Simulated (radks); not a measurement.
Values are calculated unless marked as measured or tabulated.
Question: Mean orbital radii <r> (bohr) of the ytterbium ion Yb+, [Xe] 4f14 6s1, of relativity; Dirac values are averaged over j with weights 2j + 1. Spin-unpolarised spherical Kohn-Sham, PBE, point nucleus unless stated (finite: rms radius 5.3108 fm), a radial shooting solver on a logarithmic mesh with Libxc functionals. A level marked "c x" has the speed of light scaled by that factor.

| shell | non-rel. |
|---|---|
| 3s | 0.2343 |
| 3p | 0.2242 |
| 3d | 0.1974 |
| 4s | 0.5270 |
| 4p | 0.5371 |
| 4d | 0.5627 |
| 5s | 1.322 |
| 5p | 1.503 |
| 4f | 0.7451 |
| 6s | 3.827 |
| 5d (empty) | 2.688 |
| 6p (empty) | 4.777 |

Give the values at the level "Dirac, c x 2".

Answer: 
shell       Dirac, c x 2  change of magnitude (%)
3s                0.2300                    -1.84
3p                0.2221                    -0.96
3d                0.1971                    -0.18
4s                0.5175                    -1.79
4p                0.5322                    -0.91
4d                0.5620                    -0.12
5s                 1.295                    -2.02
5p                 1.490                    -0.92
4f                0.7543                    +1.23
6s                 3.763                    -1.67
5d (empty)         2.721                    +1.24
6p (empty)         4.756                    -0.44
